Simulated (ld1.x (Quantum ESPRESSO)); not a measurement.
**phosphorus, ultrasoft: configuration errors across variants**

| Item | Value |
| --- | --- |
| Element | P (Z = 15) |
| Generator | ld1.x (Quantum ESPRESSO) 7.5 |
| Type | ultrasoft |
| Functional | LDA (PZ) |
| Relativity | scalar-relativistic |
| Frozen core | [Ne] |
| Valence charge | 5 |
| Reference configuration | 3s2 3p3 |
| Partial waves | 3s (bound): rcut 1.30, rcutus 1.45 bohr; 3s channel at 2.7 Ry: rcut 1.30, rcutus 1.45 bohr; 3p (bound): rcut 1.75, rcutus 2.10 bohr; 3p channel at 1.35 Ry: rcut 1.75, rcutus 2.10 bohr |
| Local potential | all-electron potential smoothed inside 1.80 bohr (lloc = -1) |
| Core correction | none |
| Augmentation charge | built from norm-conserving waves at rcut, not smoothed further |

All-electron excitation energies from the reference (eV): (1) 3s2 3p2 9.821; (2) 3s2 3p1 29.070; (3) 3s2 3p0 58.965; (4) 3s2 3p3.3 -1.336; (5) 3s1 3p3 18.893; (6) 3s0 3p5 17.136; (7) 3s2 3p2.5 3.821; (8) 3s2 3p3 spin -1.510; (9) 3s2 3p2 spin 8.978.

Spin tests fill each open shell by Hund’s rule, majority spin first.

The overlap operator is not positive definite (basis up to 400 Ry) in “waves 3p (bound): rcut 1.75, rcutus 2.82 bohr; 3p channel at 1.35 Ry: rcut 1.75, rcutus 2.82 bohr”. Such files are unfit for use, however small their errors in these radial tests.

4 further variants failed, have other tests or another functional or relativity, and are left out.

Errors AE − PS in meV (a dash: test not solved or not reliable):

```csv
change,(1),(2),(3),(4),(5),(6),(7),(8),(9),bound ghosts
base,+2.4,+27,+129,+0.1,+7.9,+10,+0.2,+120,+83,none
"augmentation PSQ, radius 1.25 bohr",+1.6,+20,+100,+0.1,+6.9,+16,+0.1,+118,+80,none
local potential all-electron potential smoothed inside 1.00 bohr (lloc = -1),+2.4,+27,+129,+0.1,+7.8,+10,+0.2,+120,+83,none
local potential all-electron potential smoothed inside 1.30 bohr (lloc = -2),+2.4,+27,+129,+0.1,+7.8,+10,+0.2,+120,+83,none
"waves 3s (bound): rcut 1.30, rcutus 1.84 bohr; 3s channel at 2.7 Ry: rcut 1.30, rcutus 1.84 bohr",+2.4,+27,+129,+0.1,+7.9,+10,+0.2,+120,+83,none
"waves 3p (bound): rcut 1.75, rcutus 2.82 bohr; 3p channel at 1.35 Ry: rcut 1.75, rcutus 2.82 bohr",+3.5,+32,+129,+0.1,+12,+13,+0.4,+120,+83,not determined (overlap not positive)
"all radii scaled by about 1.06 (s 1.54, p 2.24 bohr, rcut 1.38/1.86); local potential all-electron potential smoothed inside 1.92 bohr (lloc = -1)",+2.3,+27,+127,+0.1,+8.3,+10,+0.2,+120,+82,none
"wave 3s channel at 2.7 Ry: rcut 1.30, rcutus 1.45 bohr becomes 3s channel at -0.45 Ry: rcut 1.30, rcutus 1.45 bohr",+2.3,+27,+126,+0.1,+7.7,+10,+0.2,+120,+83,none
```

Task: Give the same row for: core correction a·sin(br)/r model core inside 0.82 bohr.

Result: +1.2, +14, +58, +0.1, -1.2, -7.8, 0.0, +17, +11; bound ghosts: none.
